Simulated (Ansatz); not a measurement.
Calculated with Ansatz (gas phase, PBE0-D4/def2-TZVP geometries, no zero-point term in ΔE). CBS: MP2 limit from def2 TZ/QZ plus the TZ coupled-cluster correction, frozen cores. This one scheme is used for every species. DFT in def2-TZVPP. For Ge outer-core shells are correlated without core-valence functions, which leaves a few kJ/mol of doubt a bond. Scalar relativity is left out up to krypton. Each species was taken in one conformer, which may not be the lowest.

Consider the formal exchange of groups at the Si–O bond: `CO[SiH2][S][GeH3]` + SiH₄ → `[SiH3][SiH2][S][GeH3]` + CH₃OH.

(1) Is it downhill or uphill in electronic energy at CCSD(T)/CBS, and by how much? (Best estimate.)

(2) What do these levels give: PBE-D4, PBE0-D4, PBE0, HF/def2-TZVPP, MP2/def2-TZVPP, MP2/def2-QZVPP? (An estimate is asked.)

Largest T1 diagnostic among the species: 0.012.

Results:

(1) Computed: Uphill: ΔE = +96.9 kJ/mol.

(2) Computed: PBE-D4 75.5, PBE0-D4 81.0, PBE0 81.4, HF/def2-TZVPP 118.4, MP2/def2-TZVPP 106.9, MP2/def2-QZVPP 105.7 kJ/mol.

From PBE to PBE0 (25 % exact exchange), in def2-TZVPP and without D4, ΔE moves by +5.7 kJ/mol. In def2-TZVPP, CCSD(T) changes the Hartree–Fock value by −18.6 kJ/mol (the triples alone add −2.1 kJ/mol) and MP2 by −11.4 kJ/mol.
